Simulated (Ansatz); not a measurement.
Species: Br, SMILES `[Br]` (charge 0, multiplicity 2), formula Br.

### Question
How many basis functions does frozen-core CCSD(T)/cc-pVTZ in Ansatz (a program for electronic structure) use, how many core orbitals are frozen, and how many electrons are correlated?

### Answer
43 basis functions and 9 frozen orbitals, which leaves 17 correlated electrons (filled d shells below the valence shell are correlated). Core time is of the order of seconds.
